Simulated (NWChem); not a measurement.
SnICl, singlet; SMILES [I][Sn][Cl]

All runs: NWChem. Low-valent species are run as closed-shell singlets; no triplet was tried in these runs. Geometry: optimised at PBE0/def2-SVP. def2 effective core potentials on Sn, I; no spin-orbit coupling.

Task: Order these by “dipole (D)”, lowest first: MPW1K/def2-SVP; LC-wPBE (HJS exchange hole, range parameter 0.4 per bohr)/def2-SVP; BLYP/def2-SVP; OLYP/def2-SVP; B3LYP/def2-SVP.

Result: BLYP/def2-SVP (2.65), OLYP/def2-SVP (2.86), B3LYP/def2-SVP (2.95), MPW1K/def2-SVP (3.27), LC-wPBE (HJS exchange hole, range parameter 0.4 per bohr)/def2-SVP (3.38)
